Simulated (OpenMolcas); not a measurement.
Pd2+: effect of the metal basis

Pd2+ with its 6 nearest fluoride ions at 2.163 Å, on the Cd site of idealised cubic KCdF3 (a = 4.302 Å, distance in the model lattice 2.151 Å). The rest of the host is ab initio model potentials to 7.6 Å and point charges beyond; the distance is set by hand and nothing relaxes.

```yaml
Program: OpenMolcas
Method: CASSCF
Spin-orbit_coupling: state interaction with AMFI integrals over the reference wave functions
```

Fixed: ligand basis ANO-RCC-VDZP, active space 8 electrons in 5 orbitals (4d), DKH2 Hamiltonian.

States (labels of O, the rotations of Oh). Energies in cm-1 above the lowest state or level, χT in cm3 K/mol; 10Dq and B are least-squares fits to the states below 45000 cm-1, weighted by degeneracy, with a free offset, and given where the rms deviation is under 5 % of |10Dq| (or 100 cm-1) and under 700 cm-1.

```tsv
Run	Metal basis	Ground state	First state of that spin	10Dq	B (rms of fit)	First gap with spin-orbit (degeneracies)	χT at 300 K	First state of another spin	Cost
A	ANO-RCC-VDZP	3A2	3T2 12004	12068	878 (76)	10741 (3, 2)	1.468	1E 13675	roughly 20 core-seconds
B	ANO-RCC-VTZP	3A2	3T2 11458	11491	893 (59)	10374 (3, 2)	1.478	1E 13930	roughly 30 core-seconds
```

Against A, |10Dq| changes by -4.8 % in B.

Costs are those of the RASSCF and RASSI steps.

Without dynamic correlation the repulsion within the d shell is too large (B by tens of per cent), so at a given field states of lower spin stand too high. Real 4d8 and 5d8 ions are as a rule square planar and diamagnetic. With metal d orbitals alone the field can be off either way by tens of per cent. Ligand-to-metal charge-transfer states are missing. With no ligand orbital active B as a rule stays too high, so bands that hang on it stand too high and its fall with covalency is understated. No measured value stands beside these numbers; the geometry was set by hand and not optimised.
